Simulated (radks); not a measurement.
The numbers below are computed, except where a source is named.
Question: These are the eigenvalues of the occupied orbitals of an atom or ion with whole-number occupations (hartree). Code: a radial shooting solver on a logarithmic mesh with Libxc functionals. Model: scalar-relativistic Kohn-Sham, r2SCAN, spin-unpolarised, spherical densities, finite nucleus; meta-GGA in the generalised Kohn-Sham scheme; Fermi nuclear charge, rms radius of each element as measured or else 0.836 A^(1/3) + 0.57 fm.

1s: -2562.839
2s: -448.8134
2p: -393.2524
3s: -109.0012
3p: -92.47102
3d: -73.41570
4s: -27.79617
4p: -22.28309
4d: -15.26701
5s: -8.12447
4f: -7.45905
5p: -6.50513
6s: -3.46359

Which element is it, and in what charge state? The configuration may be excited.

Answer: Z = 74, tungsten, charge +8: W8+ in [Xe] 4f10 6s2. The list shows which subshells hold electrons but not how many an open one holds; the 1s level, -2562.8 hartree, gives Z - s = 71.6 by -(Z - s)^2/2, which with screening and relativity narrows Z to a few neighbours, and the depths of the outer levels then fix element, charge and occupations together.
